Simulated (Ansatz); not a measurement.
Species: C$_{2}$H$_{9}$Si$_{2}$ (charge 0, doublet). It need not be the lowest isomer of its formula. SMILES: C[SiH](C)[SiH2]
Coordinates optimised at B3LYP-D3(BJ)/def2-TZVP (Ansatz, an electronic-structure program):
```xyz
13

C      1.8717    -0.7089     0.2315
Si     0.1926    -0.2861    -0.5025
C     -0.9998    -1.7296    -0.2898
Si    -0.6131     1.6682     0.4984
H      1.7925    -0.8838     1.3065
H      2.2741    -1.6147    -0.2276
H      2.5881     0.0986     0.0735
H      0.3431     0.0011    -1.9540
H     -1.9758    -1.5036    -0.7216
H     -0.6072    -2.6219    -0.7845
H     -1.1436    -1.9623     0.7670
H     -0.7064     1.6029     1.9830
H     -1.9098     2.1653    -0.0351
```
Charge 0, spin multiplicity 2.

Parts of the frozen-core correlation energy in 6-31G* (Ansatz, hartree). Frozen orbitals: 12; correlated occupied orbitals by spin: 13 and 12; virtual: 61 and 62. Open shells are spin-unrestricted. Spin-orbit coupling is left out. No relativistic terms.

```csv
term,value
reference (HF),-658.78263
MP2 opposite-spin,-0.32391
MP2 same-spin,-0.08711
CCSD correlation,-0.47404
(T),-0.01310
T1 diagnostic,0.012
largest doubles amplitude,0.026
<S^2> of the reference,0.758
```
